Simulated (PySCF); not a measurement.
How methods differ on the ionisation energy of Zn

Zn [Ar] 3d10 4s2 (1S) → Zn⁺ [Ar] 3d10 4s1 (2S), as a difference of total energies. All numbers are calculated (PySCF 2.14, scalar relativity through the core potential, in aug-cc-pVDZ-PP with ECP10MDF (5s5p4d2f, 54 functions)). Correlated levels: valence: 3s2 3p6 frozen. The calculations carry no spin-orbit coupling.

| method | ionisation energy (eV) | error (eV) |
| --- | --- | --- |
| UHF | 7.873 | -1.521 |
| PBE0 | 9.386 | -0.008 |
| B3LYP | 9.735 | +0.341 |
| MP2 (valence) | 9.170 | -0.224 |
| SCS-MP2 (valence) | 9.181 | -0.213 |

Reference: 9.394 eV (measured; NIST Atomic Spectra Database, ionization energies).

Errors of the correlated levels include the incompleteness of this basis and the frozen core.

MP2 underrates the near-degeneracy of ns² with np² in the lower species.
